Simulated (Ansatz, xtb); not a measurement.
C3H7BrSi2: which of two isomers lies lower

Structure X is `C[Si@H](Br)C#C[SiH3]`, a singlet and structure Y is `C=C1[SiH2]C[Si@@H]1Br`, a singlet. Both are isolated molecules in the gas phase, relaxed with B3LYP/def2-SVP.

**Question.** Which of the two would you expect CCSD(T)/def2-SVP + ΔMP2/def2-TZVPP electronic energies to favour?

**Answer.** Structure Y; the calculation gives E(Y) − E(X) = −0.287 eV.

Level by level:

```csv
level,geometry,E(Y) − E(X) (eV),departure from the last row (eV),"job, with rough time for the two"
GFN2-xTB,GFN2-xTB,+0.031,+0.318,"optimisation, 0.22 s"
HF/STO-3G,GFN2-xTB,−0.135,+0.152,"single point, 0.52 s"
r2SCAN-D4/def2-SVP,GFN2-xTB,−0.461,−0.174,"single point, 4.8 s"
B3LYP/def2-SVP,B3LYP/def2-SVP,−0.291,−0.004,"optimisation, 76 s"
HF/def2-SVP,B3LYP/def2-SVP,−0.085,+0.202,part of the CCSD(T) run
MP2/def2-SVP,B3LYP/def2-SVP,−0.196,+0.091,part of the CCSD(T) run
CCSD(T)/def2-SVP,B3LYP/def2-SVP,−0.257,+0.030,single point
CCSD(T)/def2-SVP + ΔMP2/def2-TZVPP,B3LYP/def2-SVP,−0.287,,"single point, 75 s"
```

As drawn, Y has 1 C=C, 1 C–Si, 1 C–H in place of 1 C≡C, 1 Si–H. Structure X has no ring, Y a 4-membered ring.

GFN2-xTB puts the two in the other order. The largest departure from CCSD(T)/def2-SVP + ΔMP2/def2-TZVPP is that of GFN2-xTB, 0.318 eV. A small imaginary or near-zero mode remains, so no thermal terms are given. The last row adds to CCSD(T) the change of the MP2 difference between the two basis sets, here −0.030 eV.

The correlated steps freeze 22 core orbitals; the filled d shell of Br is correlated, in a basis made for valence electrons. Run with Ansatz 0.2.0, xtb 6.7.1; the last row on 4 threads of Arm Neoverse V1 on a shared host.
